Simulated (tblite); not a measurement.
Compound: C2H7N3SSi3.
SMILES with atom numbers: `[N:1]#[C:2][SiH2:3][Si@@:4]([NH2:5])([C:6]#[N:7])[S:8][SiH3:9]` (hydrogens: H10, H11 on Si3; H12, H13 on N5; H14, H15, H16 on Si9)

The geometry is computed with GFN2-xTB (gas phase).

Question: What internal coordinates does the optimisation give?

Answer: 
```csv
bond,length (bohr),order
N1≡C2,2.166,triple
C2–Si3,3.527,single
Si3–Si4,4.381,single
Si4–N5,3.228,single
Si4–C6,3.560,single
C6≡N7,2.166,triple
Si4–S8,4.106,single
S8–Si9,4.044,single
Si3–H10,2.769,single
Si3–H11,2.772,single
"N5–H12, N5–H13",1.902,single
"Si9–H14, Si9–H16",2.744,single
Si9–H15,2.762,single
```

Bonds in one row agree within 0.02 bohr and their mean is given. Orders are formal, as drawn. A selection of angles:
```csv
angle,degrees
N1–C2–Si3,177.0
C2–Si3–Si4,103.3
Si3–Si4–N5,111.2
Si3–Si4–C6,108.9
Si3–Si4–S8,116.3
N5–Si4–C6,113.7
N5–Si4–S8,102.4
C6–Si4–S8,104.2
Si4–C6–N7,177.6
Si4–S8–Si9,104.7
H12–N5–Si4,121.2
H13–N5–Si4,122.3
```

Dihedral angles: C2–Si3–Si4–N5 -43° (synclinal); Si3–Si4–S8–Si9 -65° (synclinal).

The 2 S–Si bonds span 2.140 Å (S8–Si9, drawn single) to 2.173 Å (Si4–S8, drawn single), a spread of 0.033 Å. Si9 (SiH3 silicon) is distorted tetrahedral (angles from 102.6° to 114.1°). S8 (sulfur bonded to 2 Si) is bent (angle 104.7°). N5 (silicon-bound nitrogen) has angles 122.3°, 121.2° and 112.1°, sum 355.6°, 0.14 Å off the plane of its three neighbours. Si4 (four-coordinate silicon) is distorted tetrahedral (angles from 102.4° to 116.3°). Si3 (SiH2 silicon) is distorted tetrahedral (angles from 103.3° to 117.0°).

Point group: C1 (no symmetry element, even within 0.4 Å). Its GFN2-xTB frequencies are all real (lowest 18 cm⁻¹). One conformer, not necessarily the lowest (C2–Si3–Si4–N5 -43°, Si3–Si4–N5–H -152° and 54°, Si3–Si4–S8–Si9 -65°). 3 starts were optimised and ended at 0.00, 0.41 and 1.98 kcal/mol (GFN2-xTB); the lowest of these is shown.
